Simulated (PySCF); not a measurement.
C₅H₅NSi.
SMILES with atom numbers: `[N:1]#[C:2][C:3]1=[CH:4][CH:5]=[CH:6][SiH2:7]1` (hydrogens: H8 on C4; H9 on C5; H10 on C6; H11, H12 on Si7)

The closed-shell ground state was solved at several levels (PySCF, density fitting, gas phase, non-relativistic). Isolated species at its PBE0-D3(BJ)/def2-SVP geometry, gas phase.

```csv
level,basis functions,total energy (Eh),HOMO (eV),LUMO (eV),gap (eV),dipole (D)
PBE0/pcSseg-0,77,-536.4171,-7.51,-2.63,4.88,4.82
PBE0/cc-pVTZ,284,-537.4045,-7.35,-2.63,4.72,4.91
PBE0/6-31G*,112,-537.2897,-7.13,-2.38,4.75,4.85
PBE0/aug-cc-pVDZ,210,-537.3392,-7.37,-2.66,4.71,4.98
PBE0/def2-TZVP,253,-537.4099,-7.38,-2.67,4.71,4.99
PBE0/IGLO-III,304,-537.4137,-7.38,-2.69,4.69,5.02
PBE0/cc-pVDZ,127,-537.3268,-7.23,-2.48,4.75,4.67
"PBE0/6-311+G(2d,p)",227,-537.3878,-7.39,-2.69,4.70,5.03
```

(1) Estimate the row for PBE0/pcSseg-2, a basis of 329 functions; the other rows only guide the guess.

(2) How much does the basis alone move the frontier levels among the 9 PBE0 rows (the withheld one included)?

(3) How far do the dipole and the HOMO energy spread over the levels?

## Answers

(1) Total energy -537.4148 Eh, HOMO -7.40 eV, LUMO -2.71 eV, gap 4.69 eV, dipole 4.99 D.

(2) The HOMO by 0.38 eV and the LUMO by 0.33 eV. By rising basis size (HOMO, LUMO in eV): pcSseg-0 -7.51, -2.63; 6-31G* -7.13, -2.38; cc-pVDZ -7.23, -2.48; aug-cc-pVDZ -7.37, -2.66; 6-311+G(2d,p) -7.39, -2.69; def2-TZVP -7.38, -2.67; cc-pVTZ -7.35, -2.63; IGLO-III -7.38, -2.69; pcSseg-2 -7.40, -2.71.

(3) The dipole runs from 4.67 to 5.03 D (mean 4.92 D) and the HOMO from -7.51 to -7.13 eV.
